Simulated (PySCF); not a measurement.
A made-up structure of ZnBNH2, singlet:

B1  (-0.269, -0.065, -0.070)
N2  (-1.446, -0.323, -0.397)
Zn3  (1.427, 0.305, 0.399)
H4  (-2.407, -0.534, -0.665)
H5  (2.858, 0.618, 0.795)
(Å)

It is relaxed with PBE-D4/def2-SVP and then PBE0-D4/def2-TZVP (PySCF 2.14 with density fitting (its default auxiliary sets; JK sets also for MP2 and CCSD(T))). Atoms count as bonded within 1.22 times the sum of their covalent radii (H–H: 0.88 Å). The end point is not checked to be a true minimum.

Q: Does its bonding change? (Judge from chemistry; the calculation decides.)

A: The calculation gives: No: no bond forms or breaks.

Where it ends: The first stage lowers the energy by 0.37 eV in 12 steps. It ends as ZnBNH₂ ([NH][B][ZnH]):
B1  (-0.367, -0.083, -0.095)
N2  (-1.541, -0.338, -0.405)
Zn3  (1.546, 0.331, 0.410)
H4  (-2.481, -0.542, -0.652)
H5  (3.007, 0.648, 0.794)
(Å)

Labels in which every atom is bracketed show which atoms are joined, not bond orders.

For scale, one of the runs: PBE0-D4/def2-TZVP relaxation, 122 basis functions, launched by `OMP_NUM_THREADS=2 python run.py`. The run took 60 s on 2 CPU threads of an Arm Neoverse V1 (shared host), with 1.2 GiB of host memory at its peak.
